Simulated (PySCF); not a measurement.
**Correlation energy of Ga (gallium, neutral)**

[Ar] 3d10 4s2 5s1, 2S determinant (an excited configuration). Computed with PySCF 2.14 in aug-cc-pVTZ-PP with one added diffuse shell each of s, d, f type with ECP10MDF (7s5p5d3f, 68 functions), with scalar relativity through the core potential. Frozen: 3s2 3p6 3d10; 3 electrons correlated.

```json
{"level": "CCSD", "correlation energy (mhartree)": "-42.63"}
{"level": "(T)", "correlation energy (mhartree)": "-0.60"}
{"level": "CCSD(T)", "correlation energy (mhartree)": "-43.23"}
```

Diagnostics: T1 = 0.026, D1 = 0.0621, largest double amplitude 0.083.

Q: Is a single reference adequate?

A: Mostly. T1 lies below 0.03, but a double amplitude of this size points to a near-degeneracy that CCSD handles and MP2 describes poorly.
